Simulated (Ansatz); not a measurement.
Two structures of AlSiNH$_{8}$O$_{2}$F, doublet, reached by relaxing down either side of one saddle point (PBE0-D4/def2-TZVP). Energies are electronic, without zero-point energy. Program: Ansatz 0.2.0. Basis: def2-TZVPP and def2-QZVPP. Cores are frozen in the correlated methods; orbitals are unrestricted. Extrapolation: Hartree–Fock as exp(−7.88 √X), correlation as X^−2.97. First:

```
14
angstrom
Al -1.4511 0.6726 -0.3025
O -0.4271 -0.7071 0.0389
Si -0.3430 -2.3000 -0.3174
F -1.8707 0.7842 -1.9215
H 0.6852 1.8505 0.4344
N -0.0308 2.1061 -0.2613
H 0.9789 -0.1070 1.0706
O 1.6175 0.5559 1.3970
H 0.4920 -2.9727 0.7163
H -1.6923 -2.9276 -0.3197
H 0.2872 -2.5242 -1.6461
H -0.3924 3.0286 -0.0463
H 0.4120 2.1532 -1.1761
H 1.7349 0.3876 2.3336
```

Second:

```xyz
14
angstrom
Al -1.4063 0.7859 -0.3302
O -0.3812 -0.6795 0.3599
Si -0.3450 -2.2356 -0.2814
F -1.5928 0.1859 -1.8889
H 1.0861 1.3649 0.6551
N -0.0926 2.1131 -0.2188
H 0.4927 -0.2962 0.7835
O 1.5979 0.5945 1.1043
H 0.2956 -3.1007 0.7390
H -1.7487 -2.6346 -0.5085
H 0.4408 -2.2662 -1.5343
H -0.3941 2.9767 0.2159
H 0.3028 2.3663 -1.1200
H 1.7448 0.8256 2.0243
```

(1) Which bonds change from the first to the second?

(2) Give the saddle point's structure and its height above each. (Judge from chemistry; the value comes from the calculation.)

T1 diagnostic: at most 0.013. ⟨S²⟩ of the unrestricted Hartree–Fock references: 0.75 (a pure state has 0.75).

## Answers

(1) AlSiH₃OF ([F][Al][O][SiH3]) + H₂O + NH₃ → AlNH₂F ([NH2][Al][F]) + SiH₄O ([OH][SiH3]) + H₂O (still joined by a long Al–O bond); bonds formed: O2–H7, H5–O8; bonds broken: H5–N6, H7–O8; bonds weakened to dative contacts: Al1–O2.

(2) The calculation gives: 23.61 kcal/mol above the first and 1.57 kcal/mol above the second (CCSD(T) at an estimated basis limit (MP2 extrapolated from triple and quadruple zeta, plus CCSD(T) − MP2 in triple zeta)).
```
14
angstrom
Al -1.3852 0.7553 -0.3704
O -0.3380 -0.6750 0.2833
Si -0.3413 -2.2673 -0.2312
F -1.5217 0.3209 -1.9851
H 0.9987 1.4037 0.5803
N -0.0951 2.1223 -0.1509
H 0.5905 -0.2386 0.7029
O 1.5741 0.5923 0.9973
H 0.2290 -3.0876 0.8659
H -1.7482 -2.6444 -0.4893
H 0.4831 -2.4228 -1.4515
H -0.4249 2.9369 0.3531
H 0.2642 2.4599 -1.0397
H 1.7150 0.7446 1.9351
```

Labels in which every atom is bracketed show which atoms are joined, not bond orders.

For scale, one of the runs: CCSD(T)/def2-TZVPP, 320 basis functions, launched by `ansatz run in.yaml --threads 4 --pin off --events-out ev --progress --plain --max-ram 66560MiB --backend cuda --devices 0, --max-vram 37GiB`. Hardware: 4 CPU threads of an AMD EPYC 7R13 and a share of one NVIDIA H100, shared host. Wall time 31 s; peak host memory 0.84 GiB.
